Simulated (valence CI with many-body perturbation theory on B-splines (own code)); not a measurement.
A CI+MBPT run for Sm⁵⁷⁺

Calculated by relativistic CI+MBPT: three valence electrons over a frozen Dirac-Fock core [He], a basis of 6 s, 6 p, 5 d, 3 f, 1 g functions for each j, with the one-electron correlation potential Σ1 (screened to all orders), the two-electron term Σ2, the three-electron term Σ3, Breit, model QED; selected single and double excitations, second order for the rest, scaled by the run's own slope (own B-spline code, finite nucleus).

Command, and the settings that its task file holds:

```sh
python run_cv.py task.json out
```

```
atom Sm  Z=62  mass_number=152  rms_radius_fm=5.0819
core [He]
valence 2s2 2p1
avg = 1
basis = S
breit = 1
cap = 10000
capref = 1200
cscale = 1
de = 0.0
dress = 0
eps = 2e-08
extrap = 1
h = 0.27
hh = 1
l2 = 3
lcore = 6
maxit = 1
n2 = 5
natural = 1
nlev = 20
nno = [3, 3, 3, 2, 1]
nroot = 26
nsp = [3, 3, 2, 1, 0]
pt2 = 1
qed = 1
rpa = 1
s1 = 1
s2 = 1
s3 = 1
screen = 1
tol = 2e-05
whole = 1
```

It took 4.8 s on 1 thread of Arm Neoverse V1, with other jobs on the host.

Log. The first blocks belong to the next ion, which gives the ionisation energy. Fields: 2J, parity (1 odd), roots, reference size, generating configurations, candidates as configurations/state functions, variational space P, stored matrix elements, Davidson steps; e2 is the range of second-order energies in hartree. The first line gives the box (bohr), its intervals, the orbitals and the steps of their self-consistent field. Window is the range of levels sought, series limit the energy at which the first omitted orbital would enter, core excitation an estimate of the first excitation out of the core, left out the lowest levels not solved, and shifts from estimates the range by which levels moved from their first estimate, all in cm⁻¹.

```
rmax 1.0 intervals 53 orbitals 36 references ['2s2 2p', '2s 2p2', '2p3'] scf 2 t 0.3
2J=0 par=0 roots 2 ref 15 generators 3 cand 92/92 P 107/107 nnz 0 it 0
   second order: generators 3 cand 0/0 e2 -0.00000 -0.00000
2J=0 par=1 roots 2 ref 11 generators 3 cand 73/73 P 84/84 nnz 0 it 0
   second order: generators 6 cand 0/0 e2 -0.00000 -0.00000
2J=2 par=1 roots 2 ref 28 generators 2 cand 188/188 P 214/214 nnz 0 it 0
2J=2 par=1 roots 2 ref 28 generators 2 cand 2/2 P 216/216 nnz 0 it 0
   second order: generators 2 cand 0/0 e2 -0.00000 -0.00000
reference levels 291, estimated 199, window 58611997 1/cm; series limit 76924268, core excitation 324889625
2J=1 par=1 roots 8 ref 32 generators 10 cand 132/171 P 1751/2568 nnz 8.3e+05 it 1
2J=1 par=1 roots 8 ref 32 generators 13 cand 209/303 P 1760/2584 nnz 8.4e+05 it 1
   second order: generators 14 cand 213/307 e2 -0.00000 -0.00000
2J=1 par=0 roots 9 ref 34 generators 12 cand 188/247 P 1758/2605 nnz 8.5e+05 it 1
2J=1 par=0 roots 9 ref 34 generators 14 cand 199/268 P 1772/2628 nnz 8.7e+05 it 1
   second order: generators 15 cand 205/277 e2 -0.00000 -0.00000
2J=3 par=1 roots 10 ref 47 generators 14 cand 831/1700 P 1667/3381 nnz 1.5e+06 it 1
2J=3 par=1 roots 10 ref 47 generators 15 cand 468/866 P 1703/3472 nnz 1.6e+06 it 1
   second order: generators 15 cand 432/775 e2 -0.00000 -0.00000
2J=3 par=0 roots 8 ref 45 generators 9 cand 609/1198 P 1589/3209 nnz 1.4e+06 it 1
2J=3 par=0 roots 8 ref 45 generators 11 cand 547/1053 P 1616/3273 nnz 1.4e+06 it 1
   second order: generators 13 cand 520/989 e2 -0.00000 -0.00000
2J=5 par=0 roots 5 ref 39 generators 8 cand 721/1620 P 1452/3140 nnz 1.4e+06 it 1
2J=5 par=0 roots 5 ref 39 generators 10 cand 707/1518 P 1474/3196 nnz 1.4e+06 it 1
   second order: generators 12 cand 859/2009 e2 -0.00000 -0.00000
2J=5 par=1 roots 5 ref 36 generators 6 cand 686/1576 P 1595/3440 nnz 1.6e+06 it 1
2J=5 par=1 roots 5 ref 36 generators 8 cand 528/1159 P 1640/3561 nnz 1.7e+06 it 1
   second order: generators 10 cand 483/1038 e2 -0.00000 -0.00000
2J=7 par=1 roots 2 ref 21 generators 3 cand 417/974 P 1299/2929 nnz 1.3e+06 it 1
2J=7 par=1 roots 2 ref 21 generators 4 cand 335/782 P 1371/3088 nnz 1.4e+06 it 1
   second order: generators 5 cand 263/623 e2 -0.00000 -0.00000
left out: unestimated 84998416, estimated 63650034, shifts from estimates -0 to 350
operators 0.1
```

The Davidson iterations stopped at their limit. The settings are bad on purpose, so the numbers may not be properties of the ion.

No measured spectrum was set against this ion. As an estimate, large intervals hold to a few tenths of a per cent, small ones and those within an open d or f shell to about a per cent.

- Valence energy: -1427.639 hartree
- Ionisation energy: 12582 eV (NIST: 12588 ± 6 eV (theoretical))
- Reference configurations for the orbitals: 2s2 2p, 2s 2p2, 2p3
- Radial orbitals: 36
- Box radius: 1.006 bohr
- Largest variational space: 3561
- Lowest levels: (2s^2 2p1/2) J=1/2 0.00, (2s 2p1/2^2) J=1/2 14.87, (2s^2 2p3/2) J=3/2 48.48, (2s 2p1/2 2p3/2) J=3/2 [a] 58.86, (2s 2p1/2 2p3/2) J=5/2 61.50, (2s 2p1/2 2p3/2) J=1/2 65.75, (2s 2p1/2 2p3/2) J=3/2 [b] 65.85, (2p1/2^2 2p3/2) J=3/2 81.51, (2s 2p3/2^2) J=5/2 108.66, (2s 2p3/2^2) J=1/2 115.07, (2s 2p3/2^2) J=3/2 115.14, (2p1/2 2p3/2^2) J=3/2 127.15, (2p1/2 2p3/2^2) J=5/2 128.73, (2p1/2 2p3/2^2) J=1/2 132.07 Ry

Levels are named by their leading jj configuration (3d3/2^4 stands for four electrons in 3d with j = 3/2), which in mixed levels can hold well under half, so a name can repeat and another be missing. Letters in brackets count levels of one name in rising energy.
